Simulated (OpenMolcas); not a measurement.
# Pt2+: moving the ligands

Pt2+ with 6 ligands (water) in trigonal antiprismatic coordination (D3d) at 2.11 Å, a polar angle of 56.4° against the regular 54.74°. Ligand basis ANO-RCC-VDZP.
```
Pt    0.0000    0.0000    0.0000
O     0.0000    1.7570    1.1683
H    -0.7797    2.2375    1.4878
H     0.7797    2.2375    1.4878
O    -1.5216   -0.8785    1.1683
H    -2.3276   -0.4435    1.4878
H    -1.5478   -1.7940    1.4878
O     1.5216   -0.8785    1.1683
H     2.3276   -0.4435    1.4878
H     1.5478   -1.7940    1.4878
O     0.0000   -1.7570   -1.1683
H    -0.7797   -2.2375   -1.4878
H     0.7797   -2.2375   -1.4878
O     1.5216    0.8785   -1.1683
H     1.5478    1.7940   -1.4878
H     2.3276    0.4435   -1.4878
O    -1.5216    0.8785   -1.1683
H    -1.5478    1.7940   -1.4878
H    -2.3276    0.4435   -1.4878
```

```yaml
Program: OpenMolcas
Method: CASSCF
Basis: ANO-RCC-VDZP [7s6p4d2f]
Scalar_Hamiltonian: DKH2, point nucleus
Active_space: 8 electrons in 5 orbitals (5d)
State_averaging: 2S+1 = 3 even, 10 roots; 2S+1 = 1 even, 15 roots
Spin-orbit_coupling: RASSI with atomic mean-field integrals over the reference wave functions
```

Runs around this geometry, states. Energies in cm-1 above the lowest state or level, χT in cm3 K/mol.

| R (Å) | Polar angle / regular | Ground state | First state of that spin | First gap with spin-orbit (degeneracies) | χT at 300 K | First state of another spin |
| --- | --- | --- | --- | --- | --- | --- |
| 2.16 | 0.968 | 2S+1 = 3 | 17013 | 82.4 (1, 2) | 1.684 | 2S+1 = 1: 12313 |
| 2.11 | 1.03 | 2S+1 = 3 | 19522 | 43.6 (1, 2) | 1.600 | 2S+1 = 1: 12218 |
| 2.28 | 1.03 | 2S+1 = 3 | 12175 | 63.2 (1, 2) | 1.920 | 2S+1 = 1: 12479 |

Without dynamic correlation the repulsion within the d shell is too large (B by tens of per cent), so at a given field states of lower spin stand too high. Real 4d8 and 5d8 ions are as a rule square planar and diamagnetic. With metal d orbitals alone the field can be off either way by tens of per cent. Ligand-to-metal charge-transfer states are missing. With no ligand orbital active B as a rule stays too high, so bands that hang on it stand too high and its fall with covalency is understated. The least metal-like active orbital is 84 % on the metal (Löwdin) and no ligand orbital is active, so the numbers are rough (holds for R = 2.11, ratio = 1.03). No measured value stands beside these numbers; the geometry was imposed, not optimised, and the real ion may take another.

A state without a sure symmetry label is named by its multiplicity alone.
